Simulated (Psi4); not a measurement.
C$_{6}$H$_{15}$B, triplet, geometry from GFN2-xTB (a higher spin typed on purpose: for a closed-shell molecule this is an excited state); CAM-B3LYP/STO-3G in Psi4.

Input for Psi4:
```
memory 2 GB

molecule mol {
0 3
  B    -0.181856   -0.500900    0.053136
  C     1.155142    0.275947   -0.661981
  C     1.279813   -0.181552   -2.095729
  H     2.040493    0.004697   -0.093382
  H     1.005636    1.353756   -0.603999
  H     0.428657    0.136153   -2.690546
  H     1.365537   -1.263702   -2.158639
  H     2.182370    0.256254   -2.530067
  C    -1.569662   -0.078503   -0.636869
  C    -1.899227    1.423132   -0.631325
  H    -2.359889   -0.591587   -0.074948
  H    -1.671232   -0.437479   -1.664775
  H    -1.206854    1.971376   -1.267499
  H    -1.831391    1.828018    0.376585
  H    -2.907595    1.603986   -1.005222
  C     0.092548   -0.155232    1.645981
  C     1.031260   -1.106512    2.365679
  H    -0.915897   -0.258145    2.053852
  H     0.423084    0.873189    1.818990
  H     2.047198   -1.016754    1.985062
  H     0.708904   -2.137679    2.240882
  H     1.061017   -0.881262    3.433491
}

set basis sto-3g
set reference uks
set dft_basis_tolerance 1e-8

energy('cam-b3lyp')
print_variables()
```

It wrote (shortened):

```
   => Loading Basis Set <=

    Name: STO-3G
    Role: ORBITAL
    Keyword: BASIS

         ---------------------------------------------------------
                                   SCF
               by Justin Turney, Rob Parrish, Andy Simmonett
                          and Daniel G. A. Smith
                              UKS Reference
         ---------------------------------------------------------

  ==> Geometry <==

    Molecular point group: c1
    Full point group: C1

    Geometry (in Angstrom), charge = 0, multiplicity = 3:

       Center              X                  Y                   Z               Mass
    ------------   -----------------  -----------------  -----------------  -----------------
         B           -0.176244002615    -0.481179516565     0.050767253198    11.009305360000
         C            1.160753997385     0.295667483435    -0.664349746802    12.000000000000
         C            1.285424997385    -0.161831516565    -2.098097746802    12.000000000000
         H            2.046104997385     0.024417483435    -0.095750746802     1.007825032230
         H            1.011247997385     1.373476483435    -0.606367746802     1.007825032230
         H            0.434268997385     0.155873483435    -2.692914746802     1.007825032230
         H            1.371148997385    -1.243981516565    -2.161007746802     1.007825032230
         H            2.187981997385     0.275974483435    -2.532435746802     1.007825032230
         C           -1.564050002615    -0.058782516565    -0.639237746802    12.000000000000
         C           -1.893615002615     1.442852483435    -0.633693746802    12.000000000000
         H           -2.354277002615    -0.571866516565    -0.077316746802     1.007825032230
         H           -1.665620002615    -0.417758516565    -1.667143746802     1.007825032230
         H           -1.201242002615     1.991096483435    -1.269867746802     1.007825032230
         H           -1.825779002615     1.847738483435     0.374216253198     1.007825032230
         H           -2.901983002615     1.623706483435    -1.007590746802     1.007825032230
         C            0.098159997385    -0.135511516565     1.643612253198    12.000000000000
         C            1.036871997385    -1.086791516565     2.363310253198    12.000000000000
         H           -0.910285002615    -0.238424516565     2.051483253198     1.007825032230
         H            0.428695997385     0.892909483435     1.816621253198     1.007825032230
         H            2.052809997385    -0.997033516565     1.982693253198     1.007825032230
         H            0.714515997385    -2.117958516565     2.238513253198     1.007825032230
         H            1.066628997385    -0.861541516565     3.431122253198     1.007825032230

  Running in c1 symmetry.

  Rotational constants: A =      0.08663  B =      0.05940  C =      0.04050 [cm^-1]
  Rotational constants: A =   2596.95679  B =   1780.77196  C =   1214.02191 [MHz]
  Nuclear repulsion =  297.960384716600402

  Charge       = 0
  Multiplicity = 3
  Electrons    = 56
  Nalpha       = 29
  Nbeta        = 27

  ==> Algorithm <==

  SCF Algorithm Type is DF.
  DIIS enabled.
  MOM disabled.
  Fractional occupation disabled.
  Guess Type is SAD.
  Energy threshold   = 1.00e-06
  Density threshold  = 1.00e-06
  Integral threshold = 1.00e-12

  ==> Primary Basis <==

  Basis Set: STO-3G
    Blend: STO-3G
    Number of shells: 36
    Number of basis functions: 50
    Number of Cartesian functions: 50
    Spherical Harmonics?: true
    Max angular momentum: 1

  ==> DFT Potential <==

   => LibXC <=

    Version 7.1.2
    S. Lehtola, C. Steigemann, M. J. T. Oliveira, and M. A. L. Marques,  SoftwareX 7, 1–5 (2018) (10.1016/j.softx.2017.11.002)

   => Composite Functional: CAM-B3LYP <=

    CAM-B3LYP Hyb-GGA Exchange-Correlation Functional

    T. Yanai, D. P. Tew, and N. C. Handy,  Chem. Phys. Lett. 393, 51 (2004) (10.1016/j.cplett.2004.06.011)

    Deriv               =              1
    GGA                 =           TRUE
    Meta                =          FALSE

    Exchange Hybrid     =           TRUE
    MP2 Hybrid          =          FALSE

   => Exchange Functionals <=

    0.3500         Becke 88 [omega = 0.3300]
    0.4600   Short-range recipe for B88 functional - erf [omega = 0.3300]

   => Exact (HF) Exchange <=

    0.4600            HF,LR [omega = 0.3300]
    0.1900               HF

   => Correlation Functionals <=

    0.1900   Vosko, Wilk & Nusair (VWN5)
    0.8100   Lee, Yang & Parr

   => LibXC Density Thresholds  <==

    XC_HYB_GGA_XC_CAM_B3LYP:  1.00E-14

   => Molecular Quadrature <=

    Radial Scheme          =       TREUTLER
    Pruning Scheme         =           NONE
    Nuclear Scheme         =       TREUTLER

    Blocking Scheme        =         OCTREE
    BS radius alpha        =              1
    Pruning alpha          =              1
    Radial Points          =             75
    Spherical Points       =            302
    Total Points           =         456920
    Total Blocks           =           3354
    Max Points             =            256
    Max Functions          =             46
    Weights Tolerance      =       1.00E-15

   => Loading Basis Set <=

    Name: (STO-3G AUX)
    Role: JKFIT
    Keyword: DF_BASIS_SCF

  ==> Integral Setup <==

  SCF_SUBTYPE=INCORE selected. In-core MEM_DF algorithm will be used.
  Using in-core AOs.

  ==> MemDFJK: Density-Fitted J/K Matrices <==

    J tasked:                   Yes
    K tasked:                   Yes
    wK tasked:                  Yes
    Omega:                3.300E-01
    Algorithm:                 Core
    Schwarz Cutoff:           1E-12
    Mask sparsity (%):       1.2000
    Fitting Condition:        1E-10

   => Auxiliary Basis Set <=

  Basis Set: (STO-3G AUX)
    Blend: DEF2-UNIVERSAL-JKFIT
    Number of shells: 265
    Number of basis functions: 795
    Number of Cartesian functions: 923
    Spherical Harmonics?: true
    Max angular momentum: 4

  Minimum eigenvalue in the overlap matrix is 2.0054963555E-01.
  Reciprocal condition number of the overlap matrix is 7.6605572292E-02.
    Using symmetric orthogonalization.

  ==> Pre-Iterations <==

  SCF Guess: Superposition of Atomic Densities via on-the-fly atomic UHF (no occupation information).

   -------------------------
    Irrep   Nso     Nmo
   -------------------------
     A         50      50
   -------------------------
    Total      50      50
   -------------------------

  ==> Iterations <==

                           Total Energy        Delta E     RMS |[F,P]|

   @DF-UKS iter SAD:  -254.05647368147893   -2.54056e+02   0.00000e+00
   @DF-UKS iter   1:  -259.01390674363330   -4.95743e+00   2.74435e-03 DIIS/ADIIS
   @DF-UKS iter   2:  -259.02982618717022   -1.59194e-02   1.24904e-03 DIIS/ADIIS
   @DF-UKS iter   3:  -259.03275356009857   -2.92737e-03   3.31337e-04 DIIS/ADIIS
   @DF-UKS iter   4:  -259.03307454108472   -3.20981e-04   9.54992e-05 DIIS
   @DF-UKS iter   5:  -259.03310635506978   -3.18140e-05   4.40738e-05 DIIS
   @DF-UKS iter   6:  -259.03311306933176   -6.71426e-06   1.36291e-05 DIIS
   @DF-UKS iter   7:  -259.03311404213309   -9.72801e-07   6.41784e-06 DIIS
   @DF-UKS iter   8:  -259.03311424826569   -2.06133e-07   2.54700e-06 DIIS
   @DF-UKS iter   9:  -259.03311431417552   -6.59098e-08   1.60477e-06 DIIS
   @DF-UKS iter  10:  -259.03311434724253   -3.30670e-08   7.79634e-07 DIIS
  Energy and wave function converged.

  ==> Post-Iterations <==

   Electrons on quadrature grid:
      Nalpha   =   28.9998472595 ; deviation = -1.527e-04
      Nbeta    =   26.9998497588 ; deviation = -1.502e-04
      Ntotal   =   55.9996970183 ; deviation = -3.030e-04

   @Spin Contamination Metric:   2.462347519E-03
   @S^2 Expected:                2.000000000E+00
   @S^2 Observed:                2.002462348E+00
   @S   Expected:                1.000000000E+00
   @S   Observed:                1.000000000E+00

    Orbital Energies [Eh]
    ---------------------

    Alpha Occupied:

[...]
    Alpha Virtual:

[...]
    Beta Occupied:

[...]
    Beta Virtual:

[...]
    Final Occupation by Irrep:
              A
    DOCC [    27 ]
    SOCC [     2 ]
    NA   [    29 ]
    NB   [    27 ]

  @DF-UKS Final Energy:  -259.03311434724253

   => Energetics <=

    Nuclear Repulsion Energy =            297.9603847166004016
    One-Electron Energy =                -939.2620783987761115
    Two-Electron Energy =                 412.3846482028386617
    DFT Exchange-Correlation Energy =     -30.1160688679055077
    Empirical Dispersion Energy =           0.0000000000000000
    VV10 Nonlocal Energy =                  0.0000000000000000
    Total Energy =                       -259.0331143472425310

  UHF NO Occupations:
  HONO-2 :   27  A 1.9994799
  HONO-1 :   28  A 1.0000000
  HONO-0 :   29  A 1.0000000
  LUNO+0 :   30  A 0.0005201
  LUNO+1 :   31  A 0.0003493
  LUNO+2 :   32  A 0.0000881
  LUNO+3 :   33  A 0.0000685

Computation Completed

Properties will be evaluated at   0.000000,   0.000000,   0.000000 [a0]

Properties computed using the SCF density matrix

 Multipole Moments:

 ------------------------------------------------------------------------------------
     Multipole            Electronic (a.u.)      Nuclear  (a.u.)        Total (a.u.)
 ------------------------------------------------------------------------------------

 L = 1.  Multiply by 2.5417464519 to convert [e a0] to [Debye]
 Dipole X            :          0.0019602            0.5938915            0.5958517
 Dipole Y            :         -1.8822087            2.0869154            0.2047067
 Dipole Z            :          0.2434298           -0.2506699           -0.0072401
 Magnitude           :                                                    0.6300766

 ------------------------------------------------------------------------------------

  Variable Map:
  ----------------------------------------------------------------------------
[...]
  Array Variable Map:
  ----------------------------------------------------------------------------
[...]
[...]
```
